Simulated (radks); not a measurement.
Values are calculated unless marked as measured or tabulated.
Correlation energies from several functionals, in hartree. Species: Tl+ [Hg]; K [Ar] 4s1. Code: a radial shooting solver on a logarithmic mesh with Libxc functionals. Model: non-relativistic Kohn-Sham, r2SCAN, spin-polarised, spherical densities, point nucleus; meta-GGA in the generalised Kohn-Sham scheme. Every spin shell is full or empty, so the densities are truly spherical. Functionals are evaluated on that one density, not self-consistently.

functional      Tl+         K
PW92        -8.3950   -1.4888
PZ          -8.4021   -1.4862
Chachiyo    -8.3037   -1.4627
PBE         -4.9461  -0.73192
P86         -5.5563  -0.83449
PW91        -5.3051  -0.80020
AM05        -7.9128   -1.3538
revTPSS     -4.9862  -0.75194
SCAN        -4.9770  -0.72098
B95         -6.1368  -0.85512
Tao-Mo      -4.8368  -0.67620
